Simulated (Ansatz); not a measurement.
Geometry optimisation, RKS PBE0-D4/def2-SVP in Ansatz.

Input file:

```yaml
crystal:
  periodic: [false, false, false]
  atoms:
    - { symbol: B, position_ang: [0.0, 0.0, 0.0] }
    - { symbol: Cl, position_ang: [0.0, 0.0, 1.86] }
    - { symbol: "N", position_ang: [1.3423, 0.0, -0.775] }
    - { symbol: H, position_ang: [1.8089, -0.9179, -1.0268] }
    - { symbol: H, position_ang: [1.7937, 0.9179, -1.0532] }
    - { symbol: O, position_ang: [-1.2211, 0.0, -0.705] }
    - { symbol: H, position_ang: [-1.7308, -0.8467, -0.4965] }
basis:
  gaussian: { orbitals: def2-SVP }
hamiltonian:
  xc: pbe0
  dispersion: d4
relax:
  f_tol: 0.02
  max_steps: 40
```

Command:

```bash
$ ansatz run input.yaml --threads 1 --pin off --max-ram 2048MiB --backend cpu --events-out ev --progress --plain --runs-dir out
```

Q: Where does it end, and by what steps?

A: It converged. After 8 steps the energy has fallen by 1.837 eV; H5 moved furthest, 0.94 Å.

| step | energy less start (eV) | largest force component (eV/Å) | accepted |
| --- | --- | --- | --- |
| 0 | 0.0000 | 2.148 | yes |
| 1 | -0.5852 | 2.404 | yes |
| 2 | -0.8313 | 2.443 | yes |
| 3 | -1.1358 | 1.352 | yes |
| 4 | -1.3457 | 1.662 | yes |
| 5 | -1.6184 | 1.002 | yes |
| 6 | -1.7978 | 0.359 | yes |
| 7 | -1.8365 | 0.104 | yes |
| 8 | -1.8369 | 0.020 | yes |

```xyz
7
Properties=species:S:1:pos:R:3
B 0.059 -0.104 -0.109
Cl -0.139 0.533 1.556
N 1.301 0.012 -0.737
H 1.452 -0.334 -1.675
H 2.100 0.442 -0.297
O -0.993 -0.689 -0.739
H -1.785 -0.706 -0.196
```

Whether the end is a true minimum wasn't checked by a vibrational analysis.

The run took 28 s on 1 thread of Arm Neoverse V1, with other jobs on the host, peak memory 0.14 GiB.
